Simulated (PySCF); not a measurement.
BI$_{3}$, triplet, geometry from GFN2-xTB (a higher spin typed on purpose: for a closed-shell molecule this is an excited state) (all electrons, no relativity) (in this run its highest filled SCF level lies above zero, so its values depend strongly on the basis, on diffuse functions most of all); PySCF with PBE/STO-3G.

The PySCF input:
```python
from pyscf import gto, scf, dft

mol = gto.M(
    atom='''
B    -0.00000000   -0.00000000    0.00000000
I     2.06079460   -0.36066386   -0.61755843
I    -0.76527340   -0.90866053    1.82948732
I    -1.29552119    1.26932438   -1.21192889
''',
    basis='sto-3g',
    spin=2,
    verbose=4,
)

mf = dft.UKS(mol)
mf.xc = 'pbe'
mf.kernel()
```

Write the output that PySCF gives for this input, abridged.


```
PySCF version 2.14.0

[INPUT] verbose = 4
[INPUT] num. atoms = 4
[INPUT] num. electrons = 164
[INPUT] charge = 0
[INPUT] spin (= nelec alpha-beta = 2S) = 2
[INPUT] symmetry False subgroup None
[INPUT] Mole.unit = angstrom
[INPUT] Symbol           X                Y                Z      unit          X                Y                Z       unit  Magmom
[INPUT]  1 B      0.000000000000   0.000000000000   0.000000000000 AA    0.000000000000   0.000000000000   0.000000000000 Bohr   0.0
[INPUT]  2 I      2.060794600000  -0.360663860000  -0.617558430000 AA    3.894337392983  -0.681555918428  -1.167016298616 Bohr   0.0
[INPUT]  3 I     -0.765273400000  -0.908660530000   1.829487320000 AA   -1.446157136415  -1.717119541902   3.457229983165 Bohr   0.0
[INPUT]  4 I     -1.295521190000   1.269324380000  -1.211928890000 AA   -2.448180237671   2.398675441433  -2.290213684548 Bohr   0.0

nuclear repulsion = 1373.14249066526
number of shells = 36
number of NR pGTOs = 258
number of NR cGTOs = 86
basis = sto-3g
ecp = {}

******** <class 'pyscf.dft.uks.UKS'> ********
method = UKS
initial guess = minao
damping factor = 0
level_shift factor = 0
DIIS = <class 'pyscf.scf.diis.CDIIS'>
diis_start_cycle = 1
diis_space = 8
diis_damp = 0
SCF conv_tol = 1e-09
SCF conv_tol_grad = None
SCF max_cycles = 50
direct_scf = True
direct_scf_tol = 1e-13
number electrons alpha = 83  beta = 81
XC library pyscf.dft.libxc version 7.1.2
    S. Lehtola, C. Steigemann, M. J. T. Oliveira, and M. A. L. Marques,  SoftwareX 7, 1–5 (2018)
XC functionals = pbe
    J. P. Perdew, K. Burke, and M. Ernzerhof,  Phys. Rev. Lett. 77, 3865 (1996)
    J. P. Perdew, K. Burke, and M. Ernzerhof,  Phys. Rev. Lett. 78, 1396 (1997)
    J. P. Perdew, K. Burke, and M. Ernzerhof,  Phys. Rev. Lett. 77, 3865 (1996)
    J. P. Perdew, K. Burke, and M. Ernzerhof,  Phys. Rev. Lett. 78, 1396 (1997)
radial grids:
    Treutler-Ahlrichs [JCP 102, 346 (1995); DOI:10.1063/1.469408] (M4) radial grids

becke partition: Becke, JCP 88, 2547 (1988); DOI:10.1063/1.454033
pruning grids: <function nwchem_prune>
grids dens level: 3
symmetrized grids: False
atomic radii adjust function: <function treutler_atomic_radii_adjust>
small_rho_cutoff = 0
Set gradient conv threshold to 3.16228e-05
tot grids = 79920
init E= -20516.7918946531

cycle= 1 E= -20581.0753310954  delta_E= -64.3  |g|= 0.127  |ddm|= 2.49

cycle= 2 E= -20581.0816860701  delta_E= -0.00635  |g|= 0.0273  |ddm|= 0.236

cycle= 3 E= -20581.0811980847  delta_E= 0.000488  |g|= 0.0377  |ddm|= 0.132

cycle= 4 E= -20581.0824362563  delta_E= -0.00124  |g|= 0.00127  |ddm|= 0.0714

cycle= 5 E= -20581.0822997584  delta_E= 0.000136  |g|= 0.0071  |ddm|= 0.0572

cycle= 6 E= -20581.0824392655  delta_E= -0.00014  |g|= 0.000678  |ddm|= 0.056

cycle= 7 E= -20581.0824393753  delta_E= -1.1e-07  |g|= 0.000643  |ddm|= 0.00722

cycle= 8 E= -20581.082440541  delta_E= -1.17e-06  |g|= 2.19e-05  |ddm|= 0.00467

cycle= 9 E= -20581.0824405423  delta_E= -1.36e-09  |g|= 3.67e-06  |ddm|= 0.000186

cycle= 10 E= -20581.0824405424  delta_E= -6.91e-11  |g|= 2.77e-07  |ddm|= 2.94e-05

Extra cycle  E= -20581.0824405424  delta_E= 4e-11  |g|= 2.37e-06  |ddm|= 1.94e-05
converged SCF energy = -20581.0824405424  <S^2> = 2.005128  2S+1 = 3.0034167
```
